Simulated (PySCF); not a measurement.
From a log to its input

A PySCF 2.14 run on the atoms Zn 0 0 0; Si 0 0 2.405 (angstrom) printed this (some set-up lines and the per-cycle HOMO/LUMO lines with their warnings removed):

```
PySCF version 2.14.0

[INPUT] verbose = 4
[INPUT] num. atoms = 2
[INPUT] num. electrons = 45
[INPUT] charge = -1
[INPUT] spin (= nelec alpha-beta = 2S) = 1
[INPUT] symmetry False subgroup None
[INPUT] Mole.unit = angstrom

nuclear repulsion = 92.413483819709
number of shells = 22
number of NR pGTOs = 118
number of NR cGTOs = 58
basis = def2-svpd
ecp = {}

******** <class 'pyscf.dft.uks.UKS'> ********
method = UKS
initial guess = minao
damping factor = 0
level_shift factor = 0
DIIS = <class 'pyscf.scf.diis.CDIIS'>
diis_start_cycle = 1
diis_space = 8
diis_damp = 0
SCF conv_tol = 1e-09
SCF conv_tol_grad = None
SCF max_cycles = 50
direct_scf = True
direct_scf_tol = 1e-13
number electrons alpha = 23  beta = 22
XC library pyscf.dft.libxc version 7.0.0
    S. Lehtola, C. Steigemann, M. J.T. Oliveira, and M. A.L. Marques.,  SoftwareX 7, 1–5 (2018)
XC functionals = mn15
    H. S. Yu, X. He, S. L. Li, and D. G. Truhlar.,  Chem. Sci. 7, 5032-5051 (2016)
    H. S. Yu, X. He, S. L. Li, and D. G. Truhlar.,  Chem. Sci. 7, 5032-5051 (2016)
radial grids:
    Treutler-Ahlrichs [JCP 102, 346 (1995); DOI:10.1063/1.469408] (M4) radial grids

becke partition: Becke, JCP 88, 2547 (1988); DOI:10.1063/1.454033
pruning grids: <function nwchem_prune>
grids dens level: 3
symmetrized grids: False
atomic radii adjust function: <function treutler_atomic_radii_adjust>
small_rho_cutoff = 0
Set gradient conv threshold to 3.16228e-05
tot grids = 39824
init E= -2068.16822577115

cycle= 1 E= -2068.52675393721  delta_E= -0.359  |g|= 0.272  |ddm|= 1.23
cycle= 2 E= -2068.34258093882  delta_E= 0.184  |g|= 0.542  |ddm|= 1.16
cycle= 3 E= -2068.5815606168  delta_E= -0.239  |g|= 0.0615  |ddm|= 0.821
cycle= 4 E= -2068.58583191186  delta_E= -0.00427  |g|= 0.0329  |ddm|= 0.168
cycle= 5 E= -2068.58701377778  delta_E= -0.00118  |g|= 0.00679  |ddm|= 0.0604
cycle= 6 E= -2068.58711997083  delta_E= -0.000106  |g|= 0.00312  |ddm|= 0.0197
cycle= 7 E= -2068.58717546616  delta_E= -5.55e-05  |g|= 0.00184  |ddm|= 0.0174
cycle= 8 E= -2068.58722009635  delta_E= -4.46e-05  |g|= 0.000927  |ddm|= 0.0226
cycle= 9 E= -2068.58723169835  delta_E= -1.16e-05  |g|= 0.000546  |ddm|= 0.0135
cycle= 10 E= -2068.58723364179  delta_E= -1.94e-06  |g|= 0.000125  |ddm|= 0.00615
cycle= 11 E= -2068.58723374834  delta_E= -1.07e-07  |g|= 4.29e-05  |ddm|= 0.00125
cycle= 12 E= -2068.5872337619  delta_E= -1.36e-08  |g|= 1.35e-05  |ddm|= 0.000439
cycle= 13 E= -2068.58723376367  delta_E= -1.77e-09  |g|= 6.43e-06  |ddm|= 0.000141
cycle= 14 E= -2068.58723376417  delta_E= -4.95e-10  |g|= 3.24e-06  |ddm|= 9.1e-05
Extra cycle  E= -2068.5872337642  delta_E= -3.64e-11  |g|= 5.75e-06  |ddm|= 2.16e-05
converged SCF energy = -2068.5872337642  <S^2> = 0.79051764  2S+1 = 2.0401153
**** SCF Summaries ****
Total Energy =                       -2068.587233764202210
Nuclear Repulsion Energy =              92.413483819708972
One-electron Energy =                -3075.005989913788653
Two-electron Energy =                  914.005272329877357
Two-electron Coulomb Energy =         1006.175129952179645
DFT Exchange-Correlation Energy =      -92.169857622302246
**** MO energy ****
                             alpha | beta                alpha | beta
[12 lines left out]
MO #13  energy= -2.99317341138245  | -2.99280324327519  occ= 1 | 1
MO #14  energy= -2.99064996160893  | -2.99072033439717  occ= 1 | 1
MO #15  energy= -0.372307513079046 | -0.371500913937389 occ= 1 | 1
MO #16  energy= -0.366145179720774 | -0.365446986798899 occ= 1 | 1
MO #17  energy= -0.363720401347176 | -0.364063125143598 occ= 1 | 1
MO #18  energy= -0.360726408601022 | -0.360715223499096 occ= 1 | 1
MO #19  energy= -0.360690782868413 | -0.360632904610182 occ= 1 | 1
MO #20  energy= -0.264981887991731 | -0.236299768452054 occ= 1 | 1
MO #21  energy= -0.0918363718454387 | -0.0851525602958851 occ= 1 | 1
MO #22  energy= -0.0129522827280351 | 0.0210563281438505 occ= 1 | 1
MO #23  energy= 0.000379932579716247 | 0.0890173599542976 occ= 1 | 0
MO #24  energy= 0.0799810785206825 | 0.104040361474022  occ= 0 | 0
MO #25  energy= 0.154041153492576  | 0.168514413927304  occ= 0 | 0
MO #26  energy= 0.163919821644734  | 0.182544229091522  occ= 0 | 0
[32 lines left out]

To work with the spin densities directly, `use mulliken_meta_spin()` only printing them here.

 ** Mulliken spin pop alpha/beta on meta-lowdin orthogonal AOs **
 ** Mulliken Spin Density (per AO)  **
 ** Mulliken Spin Density (per atom)  **
spin density of  0 Zn =     -0.07965
spin density of  1 Si =      1.07965
 ** Mulliken pop alpha/beta on meta-lowdin orthogonal AOs **
 ** Mulliken pop       alpha | beta **
pop of  0 Zn 1s        1.00000 | 1.00000
pop of  0 Zn 2s        0.99998 | 0.99998
pop of  0 Zn 3s        0.99965 | 0.99967
pop of  0 Zn 4s        0.72652 | 0.80084
pop of  0 Zn 5s        0.00291 | 0.00435
pop of  0 Zn 2px       1.00000 | 1.00000
pop of  0 Zn 2py       1.00000 | 1.00000
pop of  0 Zn 2pz       1.00000 | 1.00000
pop of  0 Zn 3px       0.99992 | 0.99992
pop of  0 Zn 3py       0.99992 | 0.99991
pop of  0 Zn 3pz       0.99990 | 0.99990
pop of  0 Zn 4px       0.11419 | 0.22437
[46 lines left out]
In total            23.00000 | 22.00000
 ** Mulliken atomic charges   ( Nelec_alpha | Nelec_beta ) **
charge of  0Zn =     -0.01847  (    14.96941     15.04906 )
charge of  1Si =     -0.98153  (     8.03059      6.95094 )

WARN: System has nonzero charge -1; the dipole moment is origin-dependent.
Location of origin: [0. 0. 0.]

Dipole moment(X, Y, Z, Debye):  0.00000,  0.00000, -6.34273
orbital energies (hartree): [array([-0.0918, -0.013 ,  0.0004,  0.08  ,  0.154 ,  0.1639]), array([-0.2363, -0.0852,  0.0211,  0.089 ,  0.104 ,  0.1685])]
```

**Question.** Write the input that gave this log.

**Answer.** The input was:

```python
from pyscf import gto, dft

mol = gto.M(
    atom='Zn 0 0 0; Si 0 0 2.405',
    basis='def2-svpd',
    charge=-1,
    spin=1,
    verbose=4,
)
mf = dft.UKS(mol, xc='mn15')
mf.kernel()
mf.analyze()
print('orbital energies (hartree):', [e[max(0, n-3):n+3].round(4) for e, n in zip(mf.mo_energy, mol.nelec)])
```

The bond length is a typed value, not an optimised one. The dipole of an ion depends on the origin. No search for the lowest solution was made.
